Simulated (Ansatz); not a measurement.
Abridged output of a molecular run in Ansatz:

```
Functional definition: HF
1658 factors; integrals over basis functions are off by at most 1.2e-3 eV
mean field evaluation 1: about -27432.0218 eV, gradient 3.8e1 eV
mean field evaluation 2: about -27432.3826 eV, gradient 3.9e1 eV
mean field evaluation 4: about -27436.3608 eV, gradient 4.1e0 eV
mean field evaluation 8: about -27436.4609 eV, gradient 3.5e-1 eV
mean field evaluation 16: about -27436.4619 eV, gradient 1.2e-6 eV
mean field -27436.46186172 eV, -1008.2713763164 hartree, gradient 1.2e-6 eV, S^2 0.000000; 0 other end points of the search recorded, 0 dependent functions left out
17 core orbitals not correlated: weight in the atoms' cores, before any rotation towards them, 1.000 or more for the frozen orbitals, at most 0.000 for the correlated occupied ones
reference -27436.46186172 eV, -1008.2713763164 hartree; 15, 15 occupied and 254, 254 virtual orbitals, 1658 factors
second order -21.53279973 eV of doubles, -0.00000000 eV of singles
cycle   1  -22.41223047 eV  change   -8.8e-1 eV  update   1.2e-1
cycle   2  -23.03173798 eV  change   -6.2e-1 eV  update   3.7e-2
cycle   3  -23.16905707 eV  change   -1.4e-1 eV  update   2.1e-2
cycle   4  -23.15675186 eV  change    1.2e-2 eV  update   5.6e-3
cycle   5  -23.15218519 eV  change    4.6e-3 eV  update   2.6e-3
cycle   6  -23.15261958 eV  change   -4.3e-4 eV  update   9.4e-4
cycle   7  -23.15218899 eV  change    4.3e-4 eV  update   3.7e-4
cycle   8  -23.15212413 eV  change    6.5e-5 eV  update   1.5e-4
cycle   9  -23.15221324 eV  change   -8.9e-5 eV  update   5.9e-5
cycle  10  -23.15220859 eV  change    4.6e-6 eV  update   2.3e-5
perturbative correction -0.90363162 eV, -0.0332078495 hartree
Total energy: -27460.51770193 eV, -1009.1554121385 hartree
```

Its atoms:

Z-matrix (Å, degrees):
```
Si
Si 1 2.327
C 1 1.812 2 122.1
F 1 1.602 2 112.5 3 -145.6
Si 1 2.481 2 116.6 3 59.9
H 1 1.642 2 109.8 3 107.8
H 2 1.484 1 107.3 3 -10.8
H 2 1.485 1 109.9 3 -130.5
H 2 1.487 1 110.1 3 108.8
H 3 1.087 1 116.8 2 -12.5
H 3 1.088 1 116.0 2 -148.0
H 5 1.538 1 74.5 2 -2.7
```

(1) Which basis set was used?
A. cc-pV(D+d)Z
B. def2-TZVPPD
C. def2-SVPD
D. def2-TZVPP

(2) Write the keys of the input that set method, charge and spin (a neutral closed shell needs none for the last two).

## Answers

(1) D. It gives 286 functions.

(2) 
```yaml
correlation: {method: ccsd_t}
```
